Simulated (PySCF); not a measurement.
All of these have the formula C6H8F4. Method: PySCF, TDDFT B3LYP/def2-SVPD, vertical, gas phase, core orbitals frozen in the response. Geometries: PBE0-D3(BJ)/def2-SVP; one conformer of each isolated species. Triplets are in the Tamm–Dancoff approximation.

A. `C(C)(C)(F)CC(F)=C(F)F`
B. `C[C@]1(F)C[C@@H](C(F)(F)F)C1`
C. `FC(F)(F)C/C(=C\C)CF`
D. `C/C(=C/CF)CC(F)(F)F`

Lowest singlet levels (six at most, fewer where fewer were computed) with oscillator strengths:

1. 6.23 eV (f 0.011); 6.74 eV (f 0.043); 7.12 eV (f 0.003); 7.42 eV (f 0.297); 7.52 eV (f 0.005); 7.66 eV (f 0.086); T1 4.44 eV
2. 6.30 eV (f 0.263); 6.87 eV (f 0.053); 7.30 eV (f 0.006); 7.35 eV (f 0.007); 7.64 eV (f 0.000); 7.70 eV (f 0.017); T1 4.01 eV
3. 6.77 eV (f 0.149); 6.92 eV (f 0.277); 7.39 eV (f 0.015); 7.60 eV (f 0.004); 7.63 eV (f 0.008); 8.01 eV (f 0.011); T1 4.24 eV
4. 8.15 eV (f 0.050); 8.31 eV (f 0.012); 8.80 eV (f 0.007); 8.93 eV (f 0.013); 9.00 eV (f 0.032); 9.11 eV (f 0.005); T1 8.02 eV

Question: Which spectrum belongs to which structure?

Answer: 1 = A, 2 = D, 3 = C, 4 = B.
- A: S1 at 6.23 eV, HOMO→LUMO (60%), HOMO→LUMO+1 (31%); Löwdin shares by element: HOMO carbon 56% or more, fluorine 23% or more (atoms not listed hold the other 21%); LUMO carbon 45% or more (atoms not listed hold the other 55%); HOMO -7.03 and LUMO -0.01 eV.
- B: S1 at 8.15 eV, HOMO→LUMO (98%); Löwdin shares by element: HOMO carbon 58% or more, fluorine 20% or more (atoms not listed hold the other 22%); LUMO carbon 25% or more, hydrogen 24% or more (atoms not listed hold the other 51%); HOMO -8.91 and LUMO 0.13 eV; point group Cs.
- C: S1 at 6.77 eV, HOMO→LUMO+1 (52%), HOMO→LUMO (44%); Löwdin shares by element: HOMO carbon 77% or more (atoms not listed hold the other 23%); LUMO carbon 73% or more (atoms not listed hold the other 27%); HOMO -7.48 and LUMO -0.60 eV.
- D: S1 at 6.30 eV, HOMO→LUMO (88%); Löwdin shares by element: HOMO carbon 78% or more (atoms not listed hold the other 22%); LUMO carbon 69% or more (atoms not listed hold the other 31%); HOMO -7.38 and LUMO -0.86 eV.
A and D have S1 within 0.08 eV of each other; their strongest listed levels stand at 7.42 eV (f 0.297) and 6.30 eV (f 0.263).

Without π bonds the low states are Rydberg-like; a valence basis with one diffuse set may place them up to an eV too high.
